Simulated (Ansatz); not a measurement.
Ansatz (a quantum-chemistry and plane-wave program) input (B3LYP-D3(BJ)/def2-TZVP):

Ansatz 0.2 input:
```yaml
crystal:
  periodic: [false, false, false]
  atoms:
    - {symbol: B, position_ang: [-0.67550948, 0.14887937, -0.00613855]}
    - {symbol: N, position_ang: [0.63011679, -0.09718899, 0.00592163]}
    - {symbol: H, position_ang: [-1.44672840, -0.78084810, -0.01830614]}
    - {symbol: H, position_ang: [-1.10635803, 1.26961877, -0.00524130]}
    - {symbol: H, position_ang: [1.51981634, -0.55284460, 0.01278881]}
basis:
  gaussian:
    orbitals: def2-TZVP
hamiltonian:
  xc: b3lyp
  dispersion: d3bj
magnetization: {spin_polarized: true, initial_magnetization: 1}
phonons: {temperatures: {t_min: 298.15, t_max: 298.15, t_step: 100}}
```

Output:

```
Functional definition: B3LYP
integrals: 0.01 GiB planned
456 factors; their error is unknown
mean field: 0.19 GiB planned
mean field evaluation 1: about -2209.1906 eV, gradient 3.7e1 eV
mean field evaluation 2: about -2197.7769 eV, gradient 5.8e1 eV
mean field evaluation 4: about -2214.7180 eV, gradient 3.7e0 eV
mean field evaluation 8: about -2214.8011 eV, gradient 3.3e-2 eV
mean field evaluation 16: about -2214.7993 eV, gradient 1.1e-4 eV
mean field -2214.79929950 eV, -81.3923730118 hartree, gradient 2.2e-5 eV, S^2 0.757329; 0 other end points of the search recorded, 0 dependent functions left out
the calculation of the forces begins
reference -2214.79950334 eV, -81.3923805029 hartree; 8, 7 occupied and 72, 73 virtual orbitals, 456 factors
these checks for a lower state are left out or cut short: stability, starts, cluster_reference, orbital_swaps, neighbouring_geometries, increment
integrals: 0.01 GiB planned
456 factors; their error is unknown
mean field: 0.19 GiB planned
mean field -2214.79912375 eV, -81.3923665532 hartree, gradient 1.4e-6 eV, S^2 0.757347; 0 other end points of the search recorded, 0 dependent functions left out
the calculation of the forces begins
reference -2214.79932755 eV, -81.3923740424 hartree; 8, 7 occupied and 72, 73 virtual orbitals, 456 factors
these checks for a lower state are left out or cut short: stability, starts, cluster_reference, orbital_swaps, neighbouring_geometries, increment
integrals: 0.01 GiB planned
456 factors; their error is unknown
mean field: 0.19 GiB planned
mean field evaluation 32: about -2214.7991 eV, gradient 1.1e-6 eV
mean field -2214.79914517 eV, -81.3923673401 hartree, gradient 1.1e-6 eV, S^2 0.757313; 0 other end points of the search recorded, 0 dependent functions left out
the calculation of the forces begins
reference -2214.79934906 eV, -81.3923748330 hartree; 8, 7 occupied and 72, 73 virtual orbitals, 456 factors
these checks for a lower state are left out or cut short: stability, starts, cluster_reference, orbital_swaps, neighbouring_geometries, increment
integrals: 0.01 GiB planned
456 factors; their error is unknown
mean field: 0.19 GiB planned
mean field -2214.79923130 eV, -81.3923705055 hartree, gradient 1.7e-6 eV, S^2 0.757327; 0 other end points of the search recorded, 0 dependent functions left out
the calculation of the forces begins
reference -2214.79943515 eV, -81.3923779968 hartree; 8, 7 occupied and 72, 73 virtual orbitals, 456 factors
these checks for a lower state are left out or cut short: stability, starts, cluster_reference, orbital_swaps, neighbouring_geometries, increment
integrals: 0.01 GiB planned
456 factors; their error is unknown
mean field: 0.19 GiB planned
mean field -2214.79923401 eV, -81.3923706051 hartree, gradient 1.5e-6 eV, S^2 0.757333; 0 other end points of the search recorded, 0 dependent functions left out
the calculation of the forces begins
reference -2214.79943785 eV, -81.3923780960 hartree; 8, 7 occupied and 72, 73 virtual orbitals, 456 factors
these checks for a lower state are left out or cut short: stability, starts, cluster_reference, orbital_swaps, neighbouring_geometries, increment
integrals: 0.01 GiB planned
456 factors; their error is unknown
mean field: 0.19 GiB planned
mean field -2214.79903662 eV, -81.3923633512 hartree, gradient 1.9e-6 eV, S^2 0.757327; 0 other end points of the search recorded, 0 dependent functions left out
the calculation of the forces begins
reference -2214.79924042 eV, -81.3923708407 hartree; 8, 7 occupied and 72, 73 virtual orbitals, 456 factors
these checks for a lower state are left out or cut short: stability, starts, cluster_reference, orbital_swaps, neighbouring_geometries, increment
integrals: 0.01 GiB planned
456 factors; their error is unknown
mean field: 0.19 GiB planned
mean field -2214.79901965 eV, -81.3923627274 hartree, gradient 1.8e-6 eV, S^2 0.757332; 0 other end points of the search recorded, 0 dependent functions left out
the calculation of the forces begins
reference -2214.79922354 eV, -81.3923702201 hartree; 8, 7 occupied and 72, 73 virtual orbitals, 456 factors
these checks for a lower state are left out or cut short: stability, starts, cluster_reference, orbital_swaps, neighbouring_geometries, increment
integrals: 0.01 GiB planned
456 factors; their error is unknown
mean field: 0.19 GiB planned
mean field evaluation 64: about -2214.7993 eV, gradient 2.6e-4 eV
mean field -2214.79927602 eV, -81.3923721489 hartree, gradient 1.8e-6 eV, S^2 0.757331; 0 other end points of the search recorded, 0 dependent functions left out
the calculation of the forces begins
reference -2214.79947983 eV, -81.3923796388 hartree; 8, 7 occupied and 72, 73 virtual orbitals, 456 factors
these checks for a lower state are left out or cut short: stability, starts, cluster_reference, orbital_swaps, neighbouring_geometries, increment
integrals: 0.01 GiB planned
456 factors; their error is unknown
mean field: 0.19 GiB planned
mean field -2214.79927375 eV, -81.3923720653 hartree, gradient 1.9e-6 eV, S^2 0.757328; 0 other end points of the search recorded, 0 dependent functions left out
the calculation of the forces begins
reference -2214.79947762 eV, -81.3923795576 hartree; 8, 7 occupied and 72, 73 virtual orbitals, 456 factors
these checks for a lower state are left out or cut short: stability, starts, cluster_reference, orbital_swaps, neighbouring_geometries, increment
integrals: 0.01 GiB planned
456 factors; their error is unknown
mean field: 0.19 GiB planned
mean field -2214.79926139 eV, -81.3923716111 hartree, gradient 1.7e-6 eV, S^2 0.757316; 0 other end points of the search recorded, 0 dependent functions left out
the calculation of the forces begins
reference -2214.79946522 eV, -81.3923791019 hartree; 8, 7 occupied and 72, 73 virtual orbitals, 456 factors
these checks for a lower state are left out or cut short: stability, starts, cluster_reference, orbital_swaps, neighbouring_geometries, increment
integrals: 0.01 GiB planned
456 factors; their error is unknown
mean field: 0.19 GiB planned
mean field -2214.79927283 eV, -81.3923720315 hartree, gradient 1.8e-6 eV, S^2 0.757343; 0 other end points of the search recorded, 0 dependent functions left out
the calculation of the forces begins
reference -2214.79947668 eV, -81.3923795229 hartree; 8, 7 occupied and 72, 73 virtual orbitals, 456 factors
these checks for a lower state are left out or cut short: stability, starts, cluster_reference, orbital_swaps, neighbouring_geometries, increment
integrals: 0.01 GiB planned
456 factors; their error is unknown
mean field: 0.19 GiB planned
mean field -2214.79927677 eV, -81.3923721766 hartree, gradient 2.0e-6 eV, S^2 0.757336; 0 other end points of the search recorded, 0 dependent functions left out
the calculation of the forces begins
reference -2214.79948063 eV, -81.3923796680 hartree; 8, 7 occupied and 72, 73 virtual orbitals, 456 factors
these checks for a lower state are left out or cut short: stability, starts, cluster_reference, orbital_swaps, neighbouring_geometries, increment
integrals: 0.01 GiB planned
456 factors; their error is unknown
mean field: 0.19 GiB planned
mean field evaluation 96: about -2214.7993 eV, gradient 2.2e-4 eV
mean field -2214.79927759 eV, -81.3923722064 hartree, gradient 1.8e-6 eV, S^2 0.757323; 0 other end points of the search recorded, 0 dependent functions left out
the calculation of the forces begins
reference -2214.79948142 eV, -81.3923796971 hartree; 8, 7 occupied and 72, 73 virtual orbitals, 456 factors
these checks for a lower state are left out or cut short: stability, starts, cluster_reference, orbital_swaps, neighbouring_geometries, increment
integrals: 0.01 GiB planned
456 factors; their error is unknown
mean field: 0.19 GiB planned
mean field -2214.79927738 eV, -81.3923721987 hartree, gradient 1.8e-6 eV, S^2 0.757321; 0 other end points of the search recorded, 0 dependent functions left out
the calculation of the forces begins
reference -2214.79948122 eV, -81.3923796897 hartree; 8, 7 occupied and 72, 73 virtual orbitals, 456 factors
these checks for a lower state are left out or cut short: stability, starts, cluster_reference, orbital_swaps, neighbouring_geometries, increment
integrals: 0.01 GiB planned
456 factors; their error is unknown
mean field: 0.19 GiB planned
mean field -2214.79928790 eV, -81.3923725853 hartree, gradient 1.7e-6 eV, S^2 0.757338; 0 other end points of the search recorded, 0 dependent functions left out
the calculation of the forces begins
reference -2214.79949174 eV, -81.3923800765 hartree; 8, 7 occupied and 72, 73 virtual orbitals, 456 factors
these checks for a lower state are left out or cut short: stability, starts, cluster_reference, orbital_swaps, neighbouring_geometries, increment
integrals: 0.01 GiB planned
456 factors; their error is unknown
mean field: 0.19 GiB planned
mean field -2214.79926537 eV, -81.3923717575 hartree, gradient 2.1e-6 eV, S^2 0.757324; 0 other end points of the search recorded, 0 dependent functions left out
the calculation of the forces begins
reference -2214.79946919 eV, -81.3923792478 hartree; 8, 7 occupied and 72, 73 virtual orbitals, 456 factors
these checks for a lower state are left out or cut short: stability, starts, cluster_reference, orbital_swaps, neighbouring_geometries, increment
integrals: 0.01 GiB planned
456 factors; their error is unknown
mean field: 0.19 GiB planned
mean field -2214.79926913 eV, -81.3923718958 hartree, gradient 2.3e-6 eV, S^2 0.757335; 0 other end points of the search recorded, 0 dependent functions left out
the calculation of the forces begins
reference -2214.79947300 eV, -81.3923793877 hartree; 8, 7 occupied and 72, 73 virtual orbitals, 456 factors
these checks for a lower state are left out or cut short: stability, starts, cluster_reference, orbital_swaps, neighbouring_geometries, increment
integrals: 0.01 GiB planned
456 factors; their error is unknown
mean field: 0.19 GiB planned
mean field evaluation 128: about -2214.7992 eV, gradient 4.8e-4 eV
mean field -2214.79919148 eV, -81.3923690420 hartree, gradient 1.3e-6 eV, S^2 0.757337; 0 other end points of the search recorded, 0 dependent functions left out
the calculation of the forces begins
reference -2214.79939543 eV, -81.3923765370 hartree; 8, 7 occupied and 72, 73 virtual orbitals, 456 factors
these checks for a lower state are left out or cut short: stability, starts, cluster_reference, orbital_swaps, neighbouring_geometries, increment
integrals: 0.01 GiB planned
456 factors; their error is unknown
mean field: 0.19 GiB planned
mean field -2214.79916485 eV, -81.3923680636 hartree, gradient 2.9e-6 eV, S^2 0.757322; 0 other end points of the search recorded, 0 dependent functions left out
the calculation of the forces begins
reference -2214.79936859 eV, -81.3923755508 hartree; 8, 7 occupied and 72, 73 virtual orbitals, 456 factors
these checks for a lower state are left out or cut short: stability, starts, cluster_reference, orbital_swaps, neighbouring_geometries, increment
integrals: 0.01 GiB planned
456 factors; their error is unknown
mean field: 0.19 GiB planned
mean field -2214.79928645 eV, -81.3923725322 hartree, gradient 2.3e-6 eV, S^2 0.757330; 0 other end points of the search recorded, 0 dependent functions left out
the calculation of the forces begins
reference -2214.79949033 eV, -81.3923800247 hartree; 8, 7 occupied and 72, 73 virtual orbitals, 456 factors
these checks for a lower state are left out or cut short: stability, starts, cluster_reference, orbital_swaps, neighbouring_geometries, increment
integrals: 0.01 GiB planned
456 factors; their error is unknown
mean field: 0.19 GiB planned
mean field -2214.79928139 eV, -81.3923723460 hartree, gradient 2.4e-6 eV, S^2 0.757329; 0 other end points of the search recorded, 0 dependent functions left out
the calculation of the forces begins
reference -2214.79948519 eV, -81.3923798357 hartree; 8, 7 occupied and 72, 73 virtual orbitals, 456 factors
Total energy: -2214.87669369 eV, -81.3952171957 hartree
Atom 0 at    -0.675509     0.148879    -0.006139 Å, force    -0.000098     0.000126    -0.000000 eV/Å
Atom 1 at     0.630117    -0.097189     0.005922 Å, force     0.000218     0.000016     0.000002 eV/Å
Atom 2 at    -1.446728    -0.780848    -0.018306 Å, force     0.000085    -0.000091     0.000000 eV/Å
Atom 3 at    -1.106358     1.269619    -0.005241 Å, force     0.000020    -0.000026     0.000000 eV/Å
Atom 4 at     1.519816    -0.552845     0.012789 Å, force    -0.000226    -0.000025    -0.000002 eV/Å
Dipole moment:     0.247979    -0.131139     0.001895 e Å
Vibrations: 127.22 307.13 757.13 918.96 1077.78 1392.95 2462.64 2542.17 3752.84 cm⁻¹, zero-point energy 0.826902 eV
```

It need not be the lowest isomer of its formula.
